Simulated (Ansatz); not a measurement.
Consider the cleavage of the Ge–Al bond: `[F][AlH][GeH3]` + `CC=N` → `C/C=[N]\[GeH3]` + `[F][AlH2]`.

Calculated with Ansatz (gas phase, PBE0-D4/def2-TZVP geometries, no zero-point term in ΔE). CBS: MP2 limit from def2 TZ/QZ plus the TZ coupled-cluster correction, frozen cores. This one scheme is used for every species. Functionals use def2-TZVPP. For Ge outer-core shells are correlated without core-valence functions, which leaves a few kJ/mol of doubt a bond. Scalar relativity is left out up to krypton. Each species was taken in one conformer, which may not be the lowest.

(1) Is it downhill or uphill in electronic energy at CCSD(T)/CBS, and by how much? (Best estimate.)

(2) What do these levels give: r2SCAN-D4, ωB97X-V, PBE, PBE0, HF/def2-TZVPP, MP2/def2-TZVPP? (Best estimate.)

Largest T1 diagnostic among the species: 0.013.

## Answers

(1) Computed: Uphill: ΔE = +8.9 kcal/mol.

(2) Ansatz gave: r2SCAN-D4 9.9, ωB97X-V 8.6, PBE 12.4, PBE0 12.0, HF/def2-TZVPP 7.5, MP2/def2-TZVPP 6.5 kcal/mol.

The D4 term adds −1.6 kcal/mol with B3LYP and −0.8 kcal/mol with PBE0; it sums over pairs of atoms, weighted by their polarisabilities, and B3LYP, whose exchange is more repulsive, gets the larger term.

B3LYP here is the variant with VWN-RPA as its local correlation; programs differ in this.
